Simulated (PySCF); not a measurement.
B(H)(NHMe)2 (C₂H₉BN₂), SMILES CNBNC.

Geometry optimised at PBE0-D3(BJ)/def2-SVP. This is a generated structure with no PubChem entry under its InChIKey; it may be hypothetical. One conformer was computed; it need not be the lowest.

Two levels are set side by side: PBE/def2-TZVP (PySCF) and PBE0/def2-TZVP (PySCF). Same geometry, gas phase. Differences are taken from unrounded values.

```json
[
 {"quantity": "orbital gap (eV)", "PBE0": "7.34", "PBE": "5.23", "PBE minus PBE0": "-2.11"},
 {"quantity": "highest occupied level (eV)", "PBE0": "-6.25", "PBE": "-4.95", "PBE minus PBE0": "1.30"},
 {"quantity": "lowest empty level (eV)", "PBE0": "1.09", "PBE": "0.28", "PBE minus PBE0": "-0.81"},
 {"quantity": "dipole moment (D)", "PBE0": "1.27", "PBE": "1.32", "PBE minus PBE0": "0.05"},
 {"quantity": "mean polarisability (bohr³)", "PBE0": "57.2", "PBE": "59.8", "PBE minus PBE0": "2.6"}
]
```

Without exact exchange PBE keeps part of each electron's self-repulsion, which lifts occupied levels and narrows the gap. PBE's more diffuse valence density responds more strongly to a field. Differences between two approximate levels are no errors against the true value.

Rough cost on one machine, each run with all the roots and properties that it gave: PBE0 against PBE within a factor of 2.
